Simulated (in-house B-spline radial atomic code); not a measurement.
Ionising O VI (O5+) with different functionals

Computed with a radial B-spline atomic code at the basis-set limit: non-relativistic Hamiltonian, point nucleus, spin-polarised at highest spin, spherical fractional occupations for the functionals, and exact exchange of hybrids averaged over the configuration. The ionisation energy is the difference of two self-consistent energies, [He] 2s1 → 1s2, without Breit or QED terms; ε is the level of the shell that loses the electron (its least bound occupied spin orbital).

```
   method                    rung  ΔSCF (eV)  -ε(2s) (eV)
     PBE0           global hybrid     138.50       130.75
    B3LYP           global hybrid     138.91       130.30
    TPSSh           global hybrid     138.42       129.53
   M06-2X           global hybrid     138.63       133.38
BHandHLYP           global hybrid     138.78       133.21
  r2SCAN0           global hybrid     137.91       131.13
    B97-1           global hybrid     138.30       130.24
    HSE06  range-separated hybrid     138.50       130.32
    wB97X  range-separated hybrid     136.81       133.15
CAM-B3LYP  range-separated hybrid     138.81       132.24
  LC-wPBE  range-separated hybrid     138.73       133.81
```

(1) Among the functionals, which spreads more, the ΔSCF values or the orbital energies?

(2) How do they compare with the NIST value?

Answers

(1) The orbital energies: ΔSCF values span about 2.09 eV and the orbital energies 4.28 eV.

(2) NIST lists 138.119 eV ± 0.0021 (semi-empirical, ground level to ground level). Errors run from -1.31 to +0.79 eV; B97-1 is closest (+0.18 eV), but part of that can be cancellation, since the calculations leave out relativity, Breit-QED terms.
